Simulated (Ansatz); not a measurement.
Abridged output of a molecular run in Ansatz:

```
Functional definition: HF
1249 factors; integrals over basis functions are off by at most 1.1e-3 eV
mean field evaluation 1: about -19538.8959 eV, gradient 3.2e1 eV
mean field evaluation 2: about -19539.0927 eV, gradient 3.2e1 eV
mean field evaluation 4: about -19541.8099 eV, gradient 3.2e0 eV
mean field evaluation 8: about -19541.8581 eV, gradient 2.5e-1 eV
mean field -19541.85841089 eV, -718.1500506528 hartree, gradient 2.9e-6 eV, S^2 0.000000; 0 other end points of the search recorded, 0 dependent functions left out
12 core orbitals not correlated: weight in the atoms' cores, before any rotation towards them, 1.000 or more for the frozen orbitals, at most 0.000 for the correlated occupied ones
reference -19541.85841089 eV, -718.1500506528 hartree; 11, 11 occupied and 193, 193 virtual orbitals, 1249 factors
second order -16.15565913 eV of doubles, -0.00000000 eV of singles
cycle   1  -16.78877740 eV  change   -6.3e-1 eV  update   8.9e-2
cycle   2  -17.20609642 eV  change   -4.2e-1 eV  update   2.7e-2
cycle   3  -17.28433858 eV  change   -7.8e-2 eV  update   1.3e-2
cycle   4  -17.27880998 eV  change    5.5e-3 eV  update   3.7e-3
cycle   5  -17.27833523 eV  change    4.7e-4 eV  update   1.9e-3
cycle   6  -17.27812769 eV  change    2.1e-4 eV  update   6.5e-4
cycle   7  -17.27798102 eV  change    1.5e-4 eV  update   2.5e-4
cycle   8  -17.27803959 eV  change   -5.9e-5 eV  update   8.8e-5
cycle   9  -17.27804531 eV  change   -5.7e-6 eV  update   3.0e-5
cycle  10  -17.27802916 eV  change    1.6e-5 eV  update   1.2e-5
perturbative correction -0.80274837 eV, -0.0295004586 hartree
Total energy: -19559.93918842 eV, -718.8145069715 hartree
```

Its atoms:

Cartesian coordinates in Å:
```
C -0.391 -1.484 1.021
Al -0.222 0.141 -0.016
C 0.705 1.419 -1.098
S -1.109 1.917 -0.758
H -1.437 -1.712 1.233
H 0.051 -2.333 0.492
H 0.135 -1.380 1.974
H 1.393 2.154 -0.687
H 0.875 1.278 -2.163
```

**Question.** Which basis set was used?
A. cc-pV(Q+d)Z
B. def2-TZVPP
C. def2-TZVPPD
D. cc-pV(D+d)Z

**Answer.** B. It gives 216 functions.

**Question.** Write the keys of the input that set method, charge and spin (a neutral closed shell needs none for the last two).

**Answer.** 
```yaml
correlation: {method: ccsd_t}
```
